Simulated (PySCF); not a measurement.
## Potential energy of KIn⁺ along the bond

Set-up: basis K def2-SVPD, In def2-SVPD with ECP28; scalar-relativistic core potentials; PySCF 2.14. Energies in eV from K⁺ + In in their ground configurations at the same level. State: ²Σ⁺ (doublet), unpaired electrons σ ↑.

```csv
R (Å),UHF-SCS-MP2,PBE,UHF-MP2,UHF
3.510,-0.4073,-0.5686,-0.4238,-0.3454
3.674,-0.4821,-0.6303,-0.4962,-0.4301
3.837,-0.5256,-0.6659,-0.5376,-0.4816
3.959,-0.5430,-0.6799,-0.5537,-0.5043
4.082,-0.5506,-0.6856,-0.5601,-0.5165
4.205,-0.5504,-0.6847,-0.5589,-0.5204
4.368,-0.5409,-0.6757,-0.5482,-0.5157
4.572,-0.5186,-0.6556,-0.5246,-0.4982
4.817,-0.4818,-0.6237,-0.4867,-0.4661
5.143,-0.4243,-0.5753,-0.4281,-0.4131
```

Problem. Put a parabola through the three lowest points of the UHF-SCS-MP2 curve and estimate Re, k and ωe (reduced mass 29.1 u; 1 eV/Å² = 0.16022 mdyn/Å; ωe = 1302.8·√(k/μ) cm⁻¹).

Solution. Through R = 3.959, 4.082, 4.205 Å the second-order coefficient is 0.258 eV/Å², so Re ≈ 4.140 Å, k ≈ 0.0826 mdyn/Å and ωe ≈ 69 cm⁻¹. A polynomial fit of higher order to the unrounded UHF-SCS-MP2 energies gives Re = 4.138 Å, k = 0.0737 mdyn/Å, ωe = 65.6 cm⁻¹; anharmonicity and rounding make the difference.

The higher-order fit for each curve: UHF-SCS-MP2: Re = 4.138 Å, ωe = 65.6 cm⁻¹, De = 0.55 eV; PBE: Re = 4.123 Å, ωe = 61.3 cm⁻¹, De = 0.69 eV; UHF-MP2: Re = 4.120 Å, ωe = 66.2 cm⁻¹, De = 0.56 eV; UHF: Re = 4.212 Å, ωe = 63.2 cm⁻¹, De = 0.52 eV.

Correlated steps freeze 9 core orbitals. Correlated levels converge slowly with the basis: in double zeta they bind strong bonds too weakly, by up to about 1 eV, and carry superposition errors of some tenths. Spin–orbit coupling is left out, which matters for elements this heavy, above all for dissociation energies. For an ion De counts to the pair picked by the measured ionisation energies or electron affinities, which need not be the lowest pair at this level. The state is the lowest determinant that a PBE0 search found; another state may lie lower at other levels.
